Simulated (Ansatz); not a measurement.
The lowest singlet and triplet of CHCl (SMILES [CH]Cl); geometries from B3LYP-D3(BJ)/def2-TZVP, each state relaxed from the structure named, with no frequency check.
Singlet (charge 0, multiplicity 1):
```xyz
3

C     -1.070     0.528     0.000
Cl     0.479    -0.165     0.000
H     -1.728    -0.365     0.000
```

A positive gap puts the triplet lower; no zero-point energy. R- takes a restricted singlet. U- takes an unrestricted singlet (broken symmetry where lower, unprojected). The triplet is unrestricted in single-reference levels. Active spaces average the two states.

Cores are frozen in the correlated methods.

Programs: Ansatz (Gaussian orbitals). Values without a source in brackets are computed.

| level | gap E(singlet) − E(triplet), vertical, at the singlet's geometry (kcal/mol) |
|---|---|
| U-HF/cc-pV(D+d)Z (spin-contaminated) | -0.42 |
| U-HF/cc-pV(T+d)Z (spin-contaminated) | -0.75 |
| U-HF/cc-pV(Q+d)Z (spin-contaminated) | -0.81 |
| U-MP2/cc-pV(D+d)Z (spin-contaminated) | -6.39 |
| R-SCS-MP2/cc-pV(D+d)Z | -11.66 |
| U-SCS-MP2/cc-pV(T+d)Z (spin-contaminated) | -11.12 |
| R-CCSD(T)/cc-pV(Q+d)Z | ? |
| R-CCSDT/cc-pV(D+d)Z | -11.87 |
| SA-CASSCF(2,2)/cc-pV(T+d)Z | -6.41 |

### Question
What belongs in the gaps?

### Answer

- R-CCSD(T)/cc-pV(Q+d)Z, gap E(singlet) − E(triplet), vertical, at the singlet's geometry (kcal/mol): -13.85

Doubts at one or more of the structures used: a restricted determinant that unrestricted orbitals would lower (R-SCS-MP2/cc-pV(D+d)Z, R-CCSD(T)/cc-pV(Q+d)Z, R-CCSDT/cc-pV(D+d)Z).

Ansatz is a first-principles code.
